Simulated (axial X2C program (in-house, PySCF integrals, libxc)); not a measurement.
Spectroscopic constants of SbSe

Computed with an axial X2C code built on PySCF integrals. Spin-free means the one-electron spin-free X2C Hamiltonian; two-component (2c) means X2C with spin–orbit coupling and atomic mean-field two-electron Coulomb and Gaunt terms, so the difference of the two also holds small scalar two-electron terms. Basis: Sb dyall-cv3z [11s12p8d4f1g], Se dyall-cv3z [8s9p6d4f1g] (cores contracted in-house); Gaussian nuclei, density fitting, unrestricted open shells. Masses: Sb 120.904 u, Se 79.917 u.

Input:
```json
{"zs": [51, 34], "q": 0, "bas": ["dyall-cv3z", "dyall-cv3z"], "levels": ["PBE0", "HF", "M06"], "cc": true, "r0": 2.4, "thr": -1.0, "nmax": 90, "npts": 10, "nst": 2, "ntry": 6}
```
```bash
python so2c.py task.json out
```

Keys: zs atomic numbers; q charge; bas basis sets; levels methods; cc coupled cluster on or off; r0 starting distance in Å; thr threshold in hartree for freezing inner shells (an s shell follows its p shell); nmax most natural virtual spinors; npts points on the curve; nst determinants followed; ntry starts of the search. HF also brings MP2.

State, spin-free: M_S = 1/2, Λ = 1 (beyond evenly filled blocks: π+α); electrons by block: σα: 18, σβ: 18, π+α: 10, π+β: 9, π-α: 9, π-β: 9, δ+α: 3, δ+β: 3, δ-α: 3, δ-β: 3. Fragments: Sb + Se.

State, 2c: Ω = 1/2 (⟨Sz⟩ = -0.49, ⟨Lz⟩ = 0.99 at M06); electrons by block: 1/2: 28, -1/2: 27, 3/2: 12, -3/2: 12, 5/2: 3, -5/2: 3. Fragments: Sb + Se.

```json
{"Hamiltonian": "spin-free", "level": "PBE0", "Re (Å)": "2.329", "ωe (cm⁻¹)": "340.8", "Be (cm⁻¹)": "0.06458", "αe (cm⁻¹)": "0.000178", "De (eV)": "3.12", "k (mdyn/Å)": "3.29", "μ (D)": "-1.86"}
{"Hamiltonian": "spin-free", "level": "M06", "Re (Å)": "2.346", "ωe (cm⁻¹)": "333.6", "Be (cm⁻¹)": "0.06367", "αe (cm⁻¹)": "0.000162", "De (eV)": "3.60", "k (mdyn/Å)": "3.16", "μ (D)": "-1.83"}
{"Hamiltonian": "2c", "level": "M06", "Re (Å)": "2.350", "ωe (cm⁻¹)": "330.0", "Be (cm⁻¹)": "0.06342", "αe (cm⁻¹)": "0.000166", "De (eV)": "3.50", "k (mdyn/Å)": "3.09", "μ (D)": "-1.90"}
```

Dipoles are positive if Se is the positive end.

Occupations by symmetry block were frozen at the best pattern of an incomplete PBE0 search. Dissociation energies refer to the lowest single-determinant-based atoms at the same level and basis. Density functionals use the spin component along the axis (collinear). Without a current term, density functionals place determinants with orbital angular momentum somewhat too high. The determinant is spin-polarised beyond a pure state at some levels (its spin-free form has ⟨S²⟩ too high), which makes Re and μ there less reliable.

No reliable constants came from HF (2c), HF (spin-free), MP2 (2c), MP2 (spin-free), PBE0 (2c): no minimum in range, unconverged points, a curve that is not smooth, a change of character along it, or the two Hamiltonians disagreeing along it.

Rough cost a point (2c) on 1 thread(s) of a shared host, integrals apart: M06 1.7 s.

The whole task took 2.9 min on 1 thread of Arm Neoverse V2, with other jobs on the host.
